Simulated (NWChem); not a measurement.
# Basis-set dependence for H₄HfS

```
Hf
H 1 1.8480
H 1 1.8480 2 107.76
H 1 1.8519 2 109.95 3 -119.83
S 1 2.4348 2 109.73 3 119.44
H 5 1.3625 1 88.28 2 120.89
```
Charge 0, spin multiplicity 1.

All runs are NWChem calculations. The geometry was optimised at B3LYP/def2-SVP with def2 effective core potentials on Hf, a minimum by its harmonic frequencies.

Hartree-Fock energies in Ha, correlation energies in mHa.

Effective core potentials replace the inner electrons of Hf; spin-orbit coupling is left out. The correlated methods keep 5 core orbitals frozen. The structure started from a generated list of species. Coupled-cluster values serve here as a point of comparison, not as the truth.

| basis | functions | RHF | MP2 | SCS-MP2 | CCSD | CR-CCSD[T] | CR-CCSD(T) |
|---|---|---|---|---|---|---|---|
| def2-SVP | 70 | -447.18872 | -353.0 | -349.7 | -389.9 | -399.7 | -399.1 |
| def2-TZVP | 101 | -447.34989 | -454.4 | -448.9 | -491.8 | -505.5 | -504.9 |

From def2-SVP to def2-TZVP the Hartree-Fock energy moves by -161.2 mHa and the MP2 correlation energy by -101.4 mHa, which is 22 % of its value in the larger set.
